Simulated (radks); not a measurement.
Spherical quantum dot in the effective-mass picture: electrons in a parabolic well V = omega^2 r^2 / 2 with omega = 0.462, with a point charge +1 (a donor) at the centre, all in effective atomic units (hartree* = m*/eps^2 hartree, bohr* = eps/m* bohr), one dielectric constant everywhere. Calculated with a radial shooting solver with Libxc functionals: non-relativistic Kohn-Sham, LDA (Slater exchange, Perdew-Wang correlation), spin-polarised, spherical densities. Levels are named by radial order and angular momentum (1s, 1p, 1d, 2s, ...), and open shells are averaged over m.

N = 4, configuration 1s2 1p(up 2, down 0). This is the lowest configuration that the search found. Occupied and some empty levels:

| level | occupation | eigenvalue (hartree*) | <r> (bohr*) |
|---|---|---|---|
| 1s up | 1 | 1.4495 | 1.477 |
| 1s down | 1 | 1.5050 | 1.437 |
| 1p up | 2 | 1.9799 | 2.345 |
| 1p down | 0 | 2.0549 | 2.361 |
| 2s up | 0 | 2.2430 | 2.454 |
| 2s down | 0 | 2.2930 | 2.501 |
| 1d up | 0 | 2.3913 | 2.806 |
| 1d down | 0 | 2.4598 | 2.843 |
| 1f up | 0 | 2.8064 | 3.171 |
| 1f down | 0 | 2.8640 | 3.215 |

Energy (hartree*): total 3.49880, kinetic 2.0046, external -1.0607, Hartree 3.8003, exchange-correlation -1.2454.

Electron density:

| r (bohr*) | n(r) (e/bohr*^3) |
|---|---|
| 0.0836 | 0.4819 |
| 0.294 | 0.3217 |
| 0.504 | 0.2206 |
| 0.714 | 0.1564 |
| 0.924 | 0.1150 |
| 1.13 | 0.08742 |
| 1.34 | 0.06827 |
| 1.55 | 0.05417 |
| 1.76 | 0.04315 |
| 1.97 | 0.03408 |
| 2.18 | 0.02643 |
| 2.40 | 0.01992 |
| 2.60 | 0.01454 |
| 2.81 | 0.01022 |
| 3.02 | 0.006898 |
| 3.23 | 0.004462 |
| 3.44 | 0.002762 |
| 3.65 | 0.001635 |
| 3.87 | 0.0009250 |
| 4.08 | 0.0005006 |
